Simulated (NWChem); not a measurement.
System: GeSiH3I, singlet; SMILES [SiH3][Ge][I]

NWChem input:

```
start job
memory heap 200 mb stack 900 mb global 1100 mb
geometry units angstroms noautoz
  Ge     0.838215    -0.926285    -0.541151
  I     -0.154891     1.115402     0.642366
  Si    -1.171587    -2.315430    -0.088456
  H     -1.023042    -3.699336    -0.646127
  H     -2.377440    -1.683914    -0.712950
  H     -1.390935    -2.425072     1.388951
end
basis spherical
  * library def2-svp
end
ecp
  I library def2-ecp
end
dft
  xc m05-2x
  iterations 150
  mulliken
end
task dft energy
```

Low-valent species are run as closed-shell singlets; no triplet was tried in these runs. The geometry was optimised at PBE0/def2-SVP. def2 effective core potentials on I; no spin-orbit coupling.

Question: What results follow from this input? (M05-2X/def2-SVP with def2 effective core potentials on I.) Quantities: energy (Ha); highest occupied level (eV); orbital gap (eV); dipole (D).

Answer: The energy (Ha) is -2665.54. The highest occupied level (eV) is -7.66 and the orbital gap (eV) comes out as 5.01. The dipole (D) comes out as 1.70.
